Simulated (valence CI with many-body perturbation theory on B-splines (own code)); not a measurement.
Results of a calculation; reference values are marked as such.
Energy levels of Au³⁹⁺

Method: valence CI with perturbative core correlation (CI+MBPT): four valence electrons over a frozen Dirac-Fock core [Kr], radial functions for each j: 7 s, 7 p, 8 d, 6 f, 4 g, 1 h, with the one-electron correlation potential Σ1 (screened to all orders), the two-electron term Σ2, the three-electron term Σ3, Breit, model QED; selected single and double excitations, second order for the rest, scaled by the run's own slope (own B-spline code, finite nucleus).

No measured spectrum was set against this ion. As an estimate, large intervals hold to a few tenths of a per cent, small ones and those within an open d or f shell to about a per cent. Only levels of the ground parity were solved; by the run's estimate the other parity begins above the list, which can be wrong where configurations are misplaced.

Levels 1 to 31 of 31, with energies above the lowest level, (4d3/2^4) J=0. "Leading %" is the weight of the configuration and term that name the level; weights of strongly mixed levels are sums over their largest components and can fall short, so below about 35 % the name and the second component can differ from the true leading terms, or belong to a minority configuration. In the jj column 3d3/2^4 stands for four electrons in 3d with j = 3/2.

| No. | Configuration | Term | J | E (cm⁻¹) | Leading % | Second component | Leading jj |
| --- | --- | --- | --- | --- | --- | --- | --- |
| 1 | 4d4 | 3P | 0 | 0 | 59 | 27 % 4d4 5D | 4d3/2^4 (98 %) |
| 2 | 4d4 | 5D | 1 | 176420 | 59 | 41 % 4d4 3P | 4d3/2^3 4d5/2 (98 %) |
| 3 | 4d4 | 3F | 4 | 220470 | 28 | 24 % 4d4 3H | 4d3/2^3 4d5/2 (98 %) |
| 4 | 4d4 | 5D | 2 | 225910 | 37 | 17 % 4d4 3D | 4d3/2^3 4d5/2 (93 %) |
| 5 | 4d4 | 3F | 3 | 237660 | 30 | 20 % 4d4 3G | 4d3/2^3 4d5/2 (95 %) |
| 6 | 4d4 | 5D | 0 | 383910 | 66 | 22 % 4d4 1S | 4d3/2^2 4d5/2^2 (98 %) |
| 7 | 4d4 | 5D | 2 | 386970 | 50 | 16 % 4d4 3F | 4d3/2^2 4d5/2^2 (94 %) |
| 8 | 4d4 | 3H | 4 | 395680 | 40 | 36 % 4d4 5D | 4d3/2^2 4d5/2^2 (98 %) |
| 9 | 4d4 | 5D | 3 | 399890 | 49 | 33 % 4d4 3G | 4d3/2^2 4d5/2^2 (93 %) |
| 10 | 4d4 | 3H | 5 | 416470 | 67 | 33 % 4d4 3G | 4d3/2^2 4d5/2^2 (100 %) |
| 11 | 4d4 | 1I | 6 | 428990 | 52 | 47 % 4d4 3H | 4d3/2^2 4d5/2^2 (99 %) |
| 12 | 4d4 | 3P | 1 | 429020 | 41 | 41 % 4d4 3D | 4d3/2^2 4d5/2^2 (96 %) |
| 13 | 4d4 | 3F | 3 | 442050 | 44 | 24 % 4d4 3D | 4d3/2^2 4d5/2^2 (97 %) |
| 14 | 4d4 | 3G | 4 | 444910 | 55 | 39 % 4d4 1G | 4d3/2^2 4d5/2^2 (98 %) |
| 15 | 4d4 | 3F | 2 | 449020 | 33 | 30 % 4d4 3D | 4d3/2^2 4d5/2^2 (97 %) |
| 16 | 4d4 | 3F | 2 | 491520 | 50 | 29 % 4d4 3P | 4d3/2^2 4d5/2^2 (96 %) |
| 17 | 4d4 | 3F | 4 | 506790 | 65 | 26 % 4d4 1G | 4d3/2^2 4d5/2^2 (96 %) |
| 18 | 4d4 | 1D | 2 | 546680 | 40 | 32 % 4d4 3P | 4d3/2^2 4d5/2^2 (94 %) |
| 19 | 4d4 | 3P | 0 | 596390 | 59 | 41 % 4d4 1S | 4d3/2^2 4d5/2^2 (80 %) |
| 20 | 4d4 | 5D | 4 | 605320 | 36 | 24 % 4d4 3H | 4d3/2 4d5/2^3 (95 %) |
| 21 | 4d4 | 3F | 3 | 608460 | 43 | 29 % 4d4 5D | 4d3/2 4d5/2^3 (97 %) |
| 22 | 4d4 | 3D | 1 | 625230 | 51 | 28 % 4d4 3P | 4d3/2 4d5/2^3 (97 %) |
| 23 | 4d4 | 3G | 5 | 630760 | 67 | 33 % 4d4 3H | 4d3/2 4d5/2^3 (100 %) |
| 24 | 4d4 | 3H | 6 | 635060 | 52 | 47 % 4d4 1I | 4d3/2 4d5/2^3 (99 %) |
| 25 | 4d4 | 3F | 2 | 656830 | 46 | 38 % 4d4 3P | 4d3/2 4d5/2^3 (95 %) |
| 26 | 4d4 | 3D | 3 | 663960 | 36 | 32 % 4d4 1F | 4d3/2 4d5/2^3 (98 %) |
| 27 | 4d4 | 1S | 0 | 690290 | 77 | 18 % 4d4 3P | 4d3/2 4d5/2^3 (76 %) |
| 28 | 4d4 | 3P | 1 | 710900 | 89 | 8 % 4d4 3D | 4d3/2 4d5/2^3 (98 %) |
| 29 | 4d4 | 3F | 3 | 711710 | 64 | 32 % 4d4 1F | 4d3/2 4d5/2^3 (99 %) |
| 30 | 4d4 | 1G | 4 | 716950 | 66 | 23 % 4d4 3F | 4d3/2 4d5/2^3 (97 %) |
| 31 | 4d4 | 1D | 2 | 727730 | 62 | 26 % 4d4 3P | 4d3/2 4d5/2^3 (89 %) |

The ionisation energy to 4d3 4F_3/2 of the next ion comes out as 1846.5 eV (NIST: 1845 ± 4 eV (theoretical)). All 31 levels together are meant to be complete up to 756820 cm⁻¹.
